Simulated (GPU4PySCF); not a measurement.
C7H18O3Si, SMILES CCO[Si](C)(OCC)OCC.

Coordinates come from a r2SCAN-D4/def2-TZVP optimisation. The isomer is the one that the SMILES or the coordinates give; other isomers of the formula were not compared. One conformer was computed; it need not be the lowest.

The numbers are results of PBE/def2-TZVPD run with GPU4PySCF, not measurements.

Gas-phase values at a fixed geometry.

```yaml
total_energy: -792.31768 hartree
highest_occupied_level: -6.41 eV
lowest_empty_level: -0.42 eV
orbital_gap: 5.98 eV
dipole_moment: 1.08 D
quadrupole, principal values (traceless, Buckingham form, about the centre of nuclear charge): -5.73, 1.49, 4.25 D·Å
mean_static_polarisability: 129.2 bohr³ (19.14 Å³)
polarisability_principal_values: 122.5, 129.5, 135.5 bohr³
```
